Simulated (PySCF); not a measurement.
Calculation: PBE-D3(BJ)/def2-TZVP // B3LYP-D3(BJ)/def2-TZVP run with PySCF. Gas-phase values, no solvent. One relaxed conformer stands for a flexible species; it need not be the lowest. 

Reference species (SMILES): `OBO` (H–O–B–O torsion 180°, O–B–O–H torsion 180°) (neutral, multiplicity 1).

The HOMO is -7.51 eV and the HOMO–LUMO gap is 7.43 eV.

Changed species: `B` (3 of 3 OH replaced by H; the reference has 1 of 3 OH replaced by H).

Predict the effect on the HOMO and HOMO–LUMO gap.

the HOMO falls by 0.97 eV, to -8.48 eV; the HOMO–LUMO gap drops by 1.99 eV, to 5.44 eV.
